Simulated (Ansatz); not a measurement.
BrHSSi, SMILES `S[Si]Br`. Total charge 0; spin multiplicity 1.

Cartesian coordinates in Å:
```
S -0.0687 0.0878 -1.1337
Si 0.4694 -0.1451 0.9161
Br -1.5932 0.1670 1.7798
H 1.1926 -0.1097 -1.5622
```

Q: What are the harmonic wavenumbers in cm⁻¹ at PBE0-D4/def2-TZVP (Ansatz, finite differences of forces, unscaled)? (Best estimate.)

A: The calculation gave: 150, 398, 404, 512, 756, 2687.

Q: Is this a minimum?

A: Yes, all 6 modes are real.

Q: Give the ideal-gas thermochemistry at 298.15 K and 1 bar (rigid rotor, harmonic oscillator; point group Cs, symmetry number 1).

A: Zero-point energy 29.3 kJ/mol; H(298) − E = 43.4 kJ/mol; entropy 305.1 J/(mol·K), of which translation 170.6, rotation 111.6, vibration 22.9; G(298) − E = -47.6 kJ/mol.
